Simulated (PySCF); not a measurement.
Compound: C₆H₁₀NOP.
SMILES: `C#C[P@](C)(=N)CC(C)=O`

Torsions of this conformer, `[CH:1]#[C:2][P@:3]([CH3:4])(=[NH:5])[CH2:6][C:7]([CH3:8])=[O:9]`: C2–P3–C6–C7 -178°, P3–C6–C7–C8 -91°.

The closed-shell ground state was solved at several levels (PySCF, density fitting, gas phase, non-relativistic). One conformer (not necessarily the lowest) at the PBE0-D3(BJ)/def2-SVP geometry, without solvent, vibrations or thermal averaging.

```json
{"level": "PBE0/def2-SVPD", "basis functions": "267", "total energy (Eh)": "-704.9995", "HOMO (eV)": "-6.81", "LUMO (eV)": "-0.98", "gap (eV)": "5.83", "dipole (D)": "3.16"}
{"level": "PBE0/pcSseg-1", "basis functions": "210", "total energy (Eh)": "-705.2927", "HOMO (eV)": "-6.76", "LUMO (eV)": "-0.85", "gap (eV)": "5.91", "dipole (D)": "3.13"}
```

Task: Estimate the row for KT2/pcSseg-1, a basis of 210 functions; the other rows only guide the guess.

Result: Total energy -714.8093 Eh, HOMO -5.56 eV, LUMO -1.88 eV, gap 3.68 eV, dipole 2.76 D.

Task: Over all these levels, which gives the widest orbital gap and which the narrowest?

Result: PBE0/pcSseg-1 (global hybrid, 25 % exact exchange) has the widest, 5.91 eV, and KT2/pcSseg-1 (GGA) the narrowest, 3.68 eV. The two share the basis. From the narrowest to the widest the HOMO moves by -1.20 eV and the LUMO by +1.03 eV.

Task: How far do the dipole and the HOMO energy spread over the levels?

Result: The dipole runs from 2.76 to 3.16 D (mean 3.02 D) and the HOMO from -6.81 to -5.56 eV.
